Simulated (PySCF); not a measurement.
A structure optimised at PBE-D3(BJ)/def2-SVP, used in a PySCF frequency run:

```
Si
H 1 1.5080
H 1 1.5081 2 107.17
C 1 1.8830 2 110.22 3 -119.96
C 4 1.3410 1 123.80 2 58.63
F 5 1.3477 4 121.97 1 0.01
H 4 1.1031 5 115.62 6 -179.98
H 5 1.1048 4 126.67 7 0.02
C 1 1.8967 2 109.89 3 119.35
H 9 1.1125 1 107.60 2 64.41
H 9 1.1125 10 105.73 1 -114.76
C 9 1.5343 10 110.65 11 -119.85
H 12 1.1097 9 111.90 10 58.42
H 12 1.1098 13 107.24 9 122.66
H 12 1.1098 13 107.24 14 114.67
```

Q: Write its SMILES and formula.

A: CC[SiH2]/C=C\F, C4H9FSi

Q: What are its rotational constants (standard atomic weights)?

A: 9.6672, 1.0837, 0.99819 GHz
